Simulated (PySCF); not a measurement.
**`C=C(C)[Si@H](Cl)CC`: 4 charge schemes on one density**

Species: C5H11ClSi.
Atom-mapped SMILES: `[CH2:1]=[C:2]([CH3:3])[Si@H:4]([Cl:5])[CH2:6][CH3:7]` (hydrogens: H8, H9 on C1; H10, H11, H12 on C3; H13 on Si4; H14, H15 on C6; H16, H17, H18 on C7)

Geometry (GFN2-xTB, Å), atoms numbered from 1 in this order:
```xyz
18
C5H11ClSi angstrom
C     -1.4599    1.6544   -0.7054
C     -1.1831    0.3959   -0.3901
C     -2.0111   -0.3497    0.6151
Si     0.2768   -0.5315   -1.1648
Cl    -0.3962   -2.2875   -1.9375
C      1.5779   -0.9339    0.1702
C      2.0426    0.3004    0.9375
H     -0.8749    2.2046   -1.4224
H     -2.2854    2.1885   -0.2594
H     -2.8431    0.2568    0.9675
H     -2.4040   -1.2646    0.1736
H     -1.3998   -0.6349    1.4710
H      0.8592    0.2428   -2.2626
H      2.4436   -1.4133   -0.2908
H      1.1710   -1.6600    0.8777
H      2.7739    0.0304    1.6973
H      1.2028    0.7880    1.4278
H      2.5009    1.0200    0.2636
```

Density: PBE0/pcSseg-1 (PySCF); schemes: Mulliken, IAO, Hirshfeld and ESP-fitted. One conformer (not necessarily the lowest) at the GFN2-xTB geometry, without solvent, vibrations or thermal averaging.

**Question.** At which atom do the 4 schemes differ most?

**Answer.** At C2: from -0.614 (Mulliken) to +0.291 e (ESP-fitted), 0.905 e apart.

**Question.** For which atoms does the sign change between the 4 schemes (beyond +0.03 e in one, beyond −0.03 e in another)?

**Answer.** C2 and C6.

**Question.** Tabulate the Mulliken, IAO, Hirshfeld and ESP-fitted charges.

**Answer.** In e:

```
atom                      environment  Mulliken     IAO  Hirshfeld  ESP-fitted
  C1             terminal =CH2 carbon    -0.080  -0.299     -0.094      -0.558
  C2  fully substituted alkene carbon    -0.614  -0.252     -0.080      +0.291
  C3                   allylic carbon    -0.184  -0.419     -0.120      -0.564
 Si4           chlorine-bound silicon    +0.892  +0.922     +0.364      +0.125
 Cl5           silicon-bound chlorine    -0.337  -0.323     -0.130      -0.191
  C6      sp3 carbon bound to silicon    -0.572  -0.544     -0.160      +0.068
  C7                    methyl carbon    -0.295  -0.411     -0.117      -0.215
  H8                 vinylic hydrogen    +0.110  +0.146     +0.043      +0.188
  H9                 vinylic hydrogen    +0.108  +0.143     +0.046      +0.208
 H10                  methyl hydrogen    +0.115  +0.144     +0.046      +0.156
 H11                  methyl hydrogen    +0.137  +0.156     +0.039      +0.156
 H12                  methyl hydrogen    +0.126  +0.146     +0.045      +0.170
 H13                    Si–H hydrogen    -0.066  -0.129     -0.076      -0.025
 H14               methylene hydrogen    +0.149  +0.151     +0.040      +0.022
 H15               methylene hydrogen    +0.148  +0.148     +0.038      +0.007
 H16                  methyl hydrogen    +0.123  +0.145     +0.043      +0.057
 H17                  methyl hydrogen    +0.124  +0.140     +0.035      +0.047
 H18                  methyl hydrogen    +0.117  +0.138     +0.039      +0.061
```

Mean size of the charges over all atoms: IAO 0.264 e, Mulliken 0.239 e, ESP-fitted 0.173 e, Hirshfeld 0.086 e. Each set sums to the total charge, 0, to within 0.001 e. The ESP scheme is a least-squares fit of atom-centred charges to the potential on four shells outside the van der Waals surface, with the total charge fixed. The Mulliken scheme gives each basis function's population to the atom it is centred on and halves the overlap population of two atoms between them.

**Question.** How many electrons does the ESP-fitted scheme count on C1?

**Answer.** Z − q = 6 − (-0.558) = 6.558.

**Question.** How closely do the schemes follow one another over all atoms?

**Answer.** Correlation coefficient and root-mean-square difference: IAO with Hirshfeld 0.99, 0.218 e; Mulliken with IAO 0.93, 0.120 e; Mulliken with Hirshfeld 0.93, 0.222 e; IAO with ESP-fitted 0.51, 0.291 e; Hirshfeld with ESP-fitted 0.47, 0.206 e; Mulliken with ESP-fitted 0.22, 0.356 e.

**Question.** Sum the charges by element, for elements with more than one atom.

**Answer.** 
```json
{"element": "C", "atoms": "5", "Mulliken": "-1.745", "IAO": "-1.925", "Hirshfeld": "-0.571", "ESP-fitted": "-0.978"}
{"element": "H", "atoms": "11", "Mulliken": "+1.190", "IAO": "+1.326", "Hirshfeld": "+0.338", "ESP-fitted": "+1.045"}
```
